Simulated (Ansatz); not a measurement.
Ansatz (an electronic-structure program) input (CCSD(T)/def2-SVPD):

Ansatz 0.2 input:
```yaml
crystal:
  periodic: [false, false, false]
  atoms:
    - {symbol: Hg, position_ang: [0.00000000, 0.00000000, 0.00000000]}
    - {symbol: Cl, position_ang: [-0.00000000, -0.00000000, -2.28483868]}
    - {symbol: Cl, position_ang: [0.00000000, 0.00000000, 2.28483868]}
basis:
  gaussian:
    orbitals: def2-SVPD
magnetization: {spin_polarized: false}
correlation: {method: ccsd_t, electrons: outside_noble_gas}
output: {forces: true}
```

End of the output:

```
integrals: 0.09 GiB planned
817 factors; integrals over basis functions are off by at most 5.4e-4 eV
mean field: 0.33 GiB planned
mean field evaluation 1: about -29149.9724 eV, gradient 2.2e1 eV
mean field evaluation 2: about -29150.3010 eV, gradient 2.3e1 eV
mean field evaluation 4: about -29151.8635 eV, gradient 1.4e0 eV
mean field evaluation 8: about -29151.8740 eV, gradient 7.9e-5 eV
mean field evaluation 16: about -29151.3971 eV, gradient 1.3e0 eV
mean field -29151.87396668 eV, -1071.3116084258 hartree, gradient 2.2e-6 eV, S^2 0.000000; 0 other end points of the search recorded, 0 dependent functions left out
14 core orbitals not correlated
reference -29151.87396668 eV, -1071.3116084258 hartree; 13, 13 occupied and 62, 62 virtual orbitals, 817 factors
densities: 0.33 GiB planned
second order -15.83043514 eV of doubles, -0.00000000 eV of singles
coupled cluster: 0.25 GiB planned
cycle   1  -15.60908219 eV  change    2.2e-1 eV  update   1.0e-1
cycle   2  -15.95615097 eV  change   -3.5e-1 eV  update   2.8e-2
cycle   3  -16.02792958 eV  change   -7.2e-2 eV  update   1.9e-2
cycle   4  -16.01525850 eV  change    1.3e-2 eV  update   5.5e-3
cycle   5  -16.01219480 eV  change    3.1e-3 eV  update   2.0e-3
cycle   6  -16.01331045 eV  change   -1.1e-3 eV  update   5.6e-4
cycle   7  -16.01317692 eV  change    1.3e-4 eV  update   1.7e-4
cycle   8  -16.01320321 eV  change   -2.6e-5 eV  update   5.4e-5
cycle   9  -16.01323792 eV  change   -3.5e-5 eV  update   1.8e-5
cycle  10  -16.01323053 eV  change    7.4e-6 eV  update   5.0e-6
perturbative correction -0.41233663 eV, -0.0151530916 hartree
the calculation of the forces begins
Total energy: -29168.29953384 eV, -1071.9152368853 hartree
Atom 0 at     0.000000     0.000000     0.000000 Å, force     0.000000     0.000000     0.000000 eV/Å
Atom 1 at    -0.000000    -0.000000    -2.284839 Å, force     0.000000    -0.000000    -0.487530 eV/Å
Atom 2 at     0.000000     0.000000     2.284839 Å, force     0.000000     0.000000     0.487530 eV/Å
Dipole moment:    -0.000000     0.000000    -0.000000 e Å
```
